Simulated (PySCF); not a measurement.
Dipole response of Mo (molybdenum, neutral)

[Kr] 4d6, high-spin 5D determinant (an excited configuration). All numbers are calculated (PySCF 2.14, a scalar-relativistic core potential, in aug-cc-pwCVDZ-PP with ECP28MDF (6s6p5d3f, 70 functions)). Coupled (time-dependent) response in atomic units; α is the mean over directions. A double-zeta set is small for polarisabilities.

| method | mean α (bohr³) | α xx, yy, zz | C₆ (like pair) | S(−4) |
| --- | --- | --- | --- | --- |
| PBE | 115.9 | 156.4, 156.4, 35.06 | 637.6 | 192400 |
| PBE0 | 79.26 | 102.9, 102.9, 31.97 | 528.2 | 36320 |
| PBEsol | 113.2 | 152.3, 152.3, 34.93 | 628.2 | 177100 |

S(−4) is the Cauchy moment in α(ω) = α(0) + S(−4) ω² + …

Spin-orbit coupling is absent.

α(iu) at PBE:

```
u (hartree)  α(iu) (bohr³)
          0          115.9
     0.0500          56.31
      0.100          37.54
      0.200          22.70
      0.300          17.11
      0.500          11.77
      0.750          8.116
       1.00          5.890
       1.50          3.479
       2.00          2.285
       3.00          1.191
       5.00         0.4817
```

A single London oscillator, α(iu) = α/(1 + u²/ω²), gives C₆ = (3/4) ω α². Matching the computed C₆ needs ω = 4 × 637.6 / (3 × 115.9²) = 0.0633 hartree.

The components differ because the open shell of this determinant is not spherical; for a pure term their mean is the scalar polarisability.

Energies and moments cover only the electrons outside the core potential.
